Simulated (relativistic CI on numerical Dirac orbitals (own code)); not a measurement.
**Ru XII: sensitivity of the levels to the model**

Base calculation: Dirac-Coulomb-Breit CI, KLI orbitals optimised for each configuration, a model potential for QED, unscaled Slater integrals.

Configurations in the expansion (outside the closed core [Ar] 3d10): 4s²4p³, 4s4p⁴, 4p⁵, 4s²4p²4d, 4s4p³4d, 4s²4p²4f, 4s4p³4f, 4p⁴4d, 4s²4p²5s, 4s4p²4d², 4s²4p²5p, 4s²4p4d4f, 4p⁴5s, 4p⁴4f, 4s4p³5s, 4s²4p²5d, 4s4p²4d5s, 4s4p³5p, 4s²4p4f5s, 4s²4p²6s, 4s²4p²5f, 4s²4p²6p, 4s²4p²5g, 4p³4d4f, 4s4p³5d, 4s²4p²6d, 4s4p²5s², 4s²4p4d², 4s²4d³, 4s4p4d³, 4s²4d²4f, 4s4p4d²4f, 4s²4d²5s, 4p³4d², 4p²4d³, 4p²4d²4f, 4p²4d²5s, 4s²4p4f², 4s²4d4f², 4s4p4d4f², 4s²4f³, 4s4p4f³, 4s²4f²5s, 4s²4p4d5s, 4s4p4d²5s, 4s²4d4f5s, 4s4p4d4f5s, 4s²4d5s², 4p³4f², 4p²4d4f², 4p²4f³, 4p²4f²5s, 4s4p²4d4f, 4s²4p5s², 4s4p4d5s², 4s²4f5s², 4s4p4f5s², 4p³4d5s, 4p²4d4f5s, 4p²4d5s², 4s4p²4f5s, 4s4p4f²5s. Double excitations out of closed p, d and f shells are left out; levels of such configurations are missing from the list, as are those of other unlisted configurations, and high levels can miss mixing partners. These lack a partner that the ground configuration has and come out too high: 4s²4p²5p, 4s²4p²5d, 4s4p³5p, 4s²4p²6s, 4s²4p²5f.

Variants: (1) valence Slater integrals scaled by 0.9; (2) Breit term removed. Shifts of the energy above 4s²4p³ ⁴S°3/2, in cm⁻¹, for the lowest level and the first level of each name with at least 55 % of one term (blank where a level changes its place among those of its configuration and J or its character, or is not in the variant):

```csv
Level,Base,Δ(1),Δ(2)
4s²4p³ ⁴S°3/2,0,0,0
4s²4p³ ²D°3/2,33258,-1701,+204
4s²4p³ ²D°5/2,45029,-1924,+399
4s²4p³ ²P°1/2,68320,-3999,+376
4s²4p³ ²P°3/2,90770,-3035,+881
4s4p⁴ ⁴P5/2,262601,+4126,-32
4s4p⁴ ⁴P3/2,283154,+4235,+266
4s4p⁴ ⁴P1/2,288811,+3703,+277
4s4p⁴ ²D3/2,325927,+852,+270
4s4p⁴ ²D5/2,333371,+1055,+488
4s4p⁴ ²P3/2,376934,-1188,+547
4s²4p²4d ⁴F3/2,411053,+1108,+548
4s²4p²4d ⁴F5/2,419789,+1318,+785
4s²4p²4d ²F5/2,433026,+1286,+922
```

At this charge energies of transitions that change n are usually good to better than 1 %, and those within a shell (Δn = 0) to a few per cent.

Ionisation energy from the two ground configurations alone: base 244.794 eV; valence Slater integrals scaled by 0.9 244.533 eV; Breit term removed 244.875 eV. The NIST ASD value (theoretical) is 245 eV.

LS names give the leading component of a level, which can be under half, so a name can repeat, a term be missing and a line seem to break the LS rules.
